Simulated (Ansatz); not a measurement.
Harmonic frequencies (cm⁻¹) at PBE0-D4/def2-TZVP from Ansatz: 209, 222, 414, 433, 896, 976.

(1) Which molecule is it?
A. `OB(O)Cl`
B. `ClB(Cl)Br`
C. `C#CB(Cl)Cl`
D. `N#CB(F)Cl`

Answers

(1) B.
